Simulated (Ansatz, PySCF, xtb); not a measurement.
Torsion H3–O1–Sn2–H4 in H2OSn (SMILES [OH][SnH]); at each angle all else is relaxed with GFN2-xTB, and the levels are single points there.
Geometry at 0° (charge 0, multiplicity 1):
```tsv
atom	x (Å)	y (Å)	z (Å)
O	-1.0560	0.1639	0.2814
Sn	0.7791	0.8811	-0.1263
H	-1.5643	-0.4851	-0.2014
H	1.1385	-0.1146	-1.7089
```

On the grid 0° to 330°, 60° is the highest and 0° the lowest point at CCSD(T)/CBS(def2-TZVPP, def2-QZVPP).

Rows in LANL2DZ carry no dispersion term and start afresh at each structure. LANL2DZ brings its own core potentials from Na on.

The values were computed with Ansatz (Gaussian basis) for Hartree–Fock, density functionals and correlated methods; PySCF for LANL2DZ rows, the dispersion terms; xtb for the GFN methods.  In def2 rows elements past Kr take small-core potentials, without spin–orbit coupling.

Problem. One of these levels gives 4.21 kcal/mol for the energy at 60° less that at 0°. Which?
(A) HF/def2-QZVPP
(B) PBE-D4/def2-TZVPP
(C) B3LYP/LANL2DZ
(D) GFN2-xTB

Solution. C, B3LYP/LANL2DZ. The others give 1.85 (GFN2-xTB), 7.33 (HF/def2-QZVPP), 8.35 (PBE-D4/def2-TZVPP)

Ansatz is a quantum-chemistry and plane-wave program.
